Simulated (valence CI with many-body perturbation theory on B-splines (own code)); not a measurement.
**Level structure of Nb²⁺**

Calculated by relativistic CI+MBPT: three valence electrons over a frozen Dirac-Fock core [Kr], radial functions for each j: 7 s, 7 p, 8 d, 6 f, 4 g, 1 h, with the one-electron correlation potential Σ1 (screened to all orders), the two-electron term Σ2, the three-electron term Σ3, Breit, model QED; selected single and double excitations, second order for the rest, scaled by the run's own slope (own B-spline code, finite nucleus).

Against 24 measured levels this calculation errs by 551 cm⁻¹ on average and by 1058 at most. These come from a selection out of Shadmi, J. Res. Natl. Bur. Stand. 70A, 435 (1966). Levels without a partner in it may be off by more, other configurations by 1,000 to 8,000 cm⁻¹. Only levels of the ground parity were solved; by the run's estimate the other parity begins above the list, which can be wrong where configurations are misplaced.

Levels 1 to 32 of 32, with energies above the lowest level, 4d3 4F_3/2. "Leading %" is the weight of the configuration and term that name the level; weights of strongly mixed levels are sums over their largest components and can fall short, so below about 35 % the name and the second component can differ from the true leading terms, or belong to a minority configuration. Lifetimes count E1, E2, E3, M1 and M2 decay at the calculated energies, and are blank where another channel may lead or the interval is too uncertain; long ones can be off by a factor of two.

```
No.  Configuration  Term     J  E (cm⁻¹)  Leading %  Second component      g  Lifetime
  1            4d3    4F   3/2       0.0         99                    0.402          
  2            4d3    4F   5/2       511         99                    1.029     174 s
  3            4d3    4F   7/2      1168         99                    1.237    81.3 s
  4            4d3    4F   9/2      1932         98                    1.331    83.4 s
  5            4d3    4P   3/2      9211         77       18 % 4d3 2P  1.632          
  6            4d3    4P   1/2      9250         89       10 % 4d3 2P  2.458          
  7            4d3    2G   7/2      9447         98                    0.890    5.81 s
  8            4d3    2G   9/2     10000         88        9 % 4d3 2H  1.094    3.69 s
  9            4d3    4P   5/2     10163         98                    1.597          
 10            4d3    2P   1/2     11355         84       10 % 4d3 4P  0.878    11.8 s
 11            4d3    2P   3/2     11570         50       24 % 4d3 2D  1.280    3.45 s
 12            4d3    2H   9/2     12959         90        9 % 4d3 2G  0.928    7.53 s
 13            4d3    2H  11/2     13297         99                    1.091    22.7 s
 14            4d3    2D   3/2     13642         68       26 % 4d3 2P  0.953    1.66 s
 15            4d3    2D   5/2     13784         94                    1.203    2.16 s
 16            4d3    2F   7/2     20636         91     7 % 4d2 5s 2F  1.143    2.92 s
 17            4d3    2F   5/2     20730         89     9 % 4d2 5s 2F  0.859    3.17 s
 18         4d2 5s    4F   3/2     25584         98                    0.401   70.8 ms
 19         4d2 5s    4F   5/2     26098         98                    1.028   68.7 ms
 20         4d2 5s    4F   7/2     26822         98                    1.238   65.7 ms
 21         4d2 5s    4F   9/2     27731         99                    1.333   62.3 ms
 22            4d3    2D   5/2     33032         93                    1.191    189 ms
 23            4d3    2D   3/2     33326         96                    0.799    187 ms
 24         4d2 5s    2F   5/2     34315         81        9 % 4d3 2F  0.888   53.2 ms
 25         4d2 5s    4P   1/2     35573         98                    2.668   19.5 ms
 26         4d2 5s    2F   7/2     35676         89        7 % 4d3 2F  1.141   49.6 ms
 27         4d2 5s    4P   3/2     35862         95                    1.699   20.1 ms
 28         4d2 5s    4P   5/2     36029         79    16 % 4d2 5s 2D  1.509   22.5 ms
 29         4d2 5s    2D   3/2     37580         90                    0.838   38.6 ms
 30         4d2 5s    2D   5/2     38145         73    19 % 4d2 5s 4P  1.270   32.7 ms
 31         4d2 5s    2G   9/2     41644         97                    1.112   29.7 ms
 32         4d2 5s    2G   7/2     41712         97                    0.890   29.5 ms
```

Names give the largest LS component (configuration and term), which can be under half, so a name can repeat, a term be missing and a line seem to break the LS rules; names also repeat where a configuration has a term twice.

The ionisation energy to 4d2 3F_2 of the next ion comes out as 25.072 eV (NIST: 25.04 eV (semi-empirical)). All 32 levels together are meant to be complete up to 43360 cm⁻¹.
